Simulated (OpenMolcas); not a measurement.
An OpenMolcas run meant for B (ANO-RCC-VTZP, DKH2; inactive shells 1s; intended active space 3 electrons in 4 orbitals (2s 2p)). One step of its input:

```
&CASPT2
Multistate=3 1 2 3
Frozen=0 0
IPAE=0.25
Imaginary=0.1
MaxIter=60
WThr=0.0 0.3 0.05
PrWF=0.5
NoMix
```

Lines from the output:

```
|        MOLCAS_PRINT = 2
  |       MOLCAS_SOURCE = <dir>
  |    MOLCAS_STRUCTURE = 0
  |
   --------------------------------------------------------------------------------------
++ ---------   Input file   ---------
>>> COPY JOB002 $Project.JobIph
&CASPT2
Multistate=3 1 2 3
Frozen=0 0
IPAE=0.25
Imaginary=0.1
MaxIter=60
WThr=0.0 0.3 0.05
PrWF=0.5
NoMix
-- ----------------------------------
>>> COPY JOB002 a.JobIph
*** symbolic link created: INPORB -> a.RasOrb
--- Start Module: caspt2 at  ---
()()()()()()()()()()()()()()()()()()()()()()()()()()()()()()()()()()()()()()()()()()()()()()()()()()
                                              &CASPT2
                                   only a single process is used
                       available to each process: 2.3 GB of memory, 1 thread
()()()()()()()()()()()()()()()()()()()()()()()()()()()()()()()()()()()()()()()()()()()()()()()()()()
 ###    ERROR: Unrecognized keyword: IPAE                                    ###
--- Stop Module: caspt2 at  /rc=_RC_INPUT_ERROR_ ---
.####################.
.# User input error #.
.####################.
```

Problem. What is wrong with the input?

Solution. A keyword is misspelt. OpenMolcas reads the first four letters of a keyword, so the setting is refused or falls back to its default.
